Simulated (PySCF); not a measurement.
Si(F)2, SMILES [Si](F)F (F2Si) (PBE0/def2-SVP optimised geometry):

```
3

Si    -0.674    -0.801     0.000
F     -0.953     0.801     0.000
F      0.953    -0.801     0.000
```

Calculation: PBE0/def2-TZVP (PySCF).

**Question.** What are the frontier orbital energies and the dipole moment?

**Answer.** HOMO-2 -12.37 eV, HOMO-1 -11.93 eV, HOMO -8.43 eV, LUMO -2.25 eV, LUMO+1 0.20 eV; dipole moment 1.30 D.

On the same geometry PBE/def2-TZVP run with PySCF gives HOMO-2 -10.35 eV, HOMO-1 -9.85 eV, HOMO -7.20 eV, LUMO -3.07 eV, LUMO+1 -0.63 eV; dipole moment 1.18 D.

Meta-Löwdin charges at PBE0/def2-TZVP: Si1 0.95, F2 -0.48, F3 -0.48.
